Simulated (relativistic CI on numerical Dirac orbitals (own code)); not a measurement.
**One change at a time: Cs3+**

Base calculation: Dirac-Coulomb-Breit CI, separate exchange-only KLI orbitals for each configuration, a model potential for QED, valence Slater integrals scaled by 0.85, P86 correlation energy added to each configuration.

CI space (outside the closed core [Kr] 4d10): 5s2 5p4, 5s 5p5, 5s2 5p3 5d, 5p6, 5s2 5p3 5f, 5s 5p4 5d, 5s2 5p3 6s, 5s2 5p3 5g, 5s2 5p3 4f, 5s2 5p3 6p, 5s 5p4 5f, 5s2 5p3 6d, 5s2 5p3 7s, 5s2 5p2 5d2, 5s2 5p 5d3, 5s2 5p 5d2 5f, 5s 5p2 5d3, 5s2 5p 5d2 6s, 5s2 5p 5d2 5g. Double excitations out of closed p, d and f shells are left out; levels of such configurations are missing from the list, as are those of other unlisted configurations, and high levels can miss mixing partners. These lack a partner that the ground configuration has and come out too high: 5s2 5p3 4f, 5s2 5p3 6p, 5s 5p4 5f, 5s2 5p3 6d, 5s2 5p3 7s.

Variants: (1) no correlation estimate; (2) Slater integrals left unscaled; (3) configuration mixing switched off. Shifts of the energy above 5s2 5p4 3P_2, in cm⁻¹, for the lowest level and the first level of each name with at least 55 % of one term (blank where a level changes its place among those of its configuration and J or its character, or is not in the variant):

| Level | Base | Δ(1) | Δ(2) | Δ(3) | Measured |
| --- | --- | --- | --- | --- | --- |
| 5s2 5p4 3P_2 | 0.0 | 0.0 | 0.0 | 0.0 | 0.0 |
| 5s2 5p4 3P_0 | 9458.1 | -6.9 | +659.2 | +469.8 | 9749.4 |
| 5s2 5p4 3P_1 | 12645.2 | -4.9 | -320.0 | +267.6 | 12902.0 |
| 5s2 5p4 1D_2 | 20521.2 | -5.5 | +982.7 | +1323.9 | 20754.0 |
| 5s2 5p4 1S_0 | 42081.9 | -23.0 | +2586.8 | +2186.8 | 43279.4 |
| 5s 5p5 3P°_2 | 121823.3 | -1044.0 | -2632.9 | +10893.9 | 114307.7 |
| 5s 5p5 3P°_1 | 128811.7 | -1144.2 | -2388.1 | +12258.6 | 121242.5 |
| 5s 5p5 3P°_0 | 135289.0 | -1205.0 | -2613.7 | +12097.5 | 128086.3 |
| 5s2 5p3 5d 5D°_3 | 143153.0 | -2329.6 | -994.2 | -7574.0 | 135979.9 |
| 5s2 5p3 5d 5D°_2 | 143486.1 | -2313.4 | -1023.1 | -7884.3 | 136143.1 |
| 5s2 5p3 5d 5D°_4 | 143949.4 | -2329.7 | -1082.6 | -7523.7 |  |
| 5s2 5p3 5d 5D°_0 | 144033.5 | -2170.6 | -1145.7 | -8588.8 | 136625.7 |
| 5s2 5p3 5d 5D°_1 | 144155.2 | -2254.5 | -1219.6 | -8426.2 | 136868.6 |
| 5s2 5p3 5d 3D°_3 | 156221.6 | -2332.0 | +585.3 | -7635.6 |  |

Correlation outside the listed configurations is missing or only estimated: errors of thousands of cm⁻¹ between configurations and terms are usual at this charge. Rates and lifetimes follow the computed energies and can be off by large factors. The fine structure of a lone outer electron comes out too small, for d and f at times inverted, and misplaced configurations move strength between like terms. 36 of the 69 excited levels that our extract of the measured tables holds in this range could be paired (the sources list more); they are missed by 7993 cm⁻¹ on average and 11054 at most, and levels without a partner can miss by more.

Measured levels: measured levels as listed in Gamrath, thesis, University of Mons (2023).

Ionisation energy from the two ground configurations alone: base 44.41 eV; no correlation estimate 43.15 eV; Slater integrals left unscaled 44.21 eV. The NIST ASD value (theoretical) is 43 eV. The gap of more than 2 % comes from missing correlation, or from a tabulated value that is itself an estimate.

LS names give the leading component of a level, which can be under half, so a name can repeat, a term be missing and a line seem to break the LS rules.
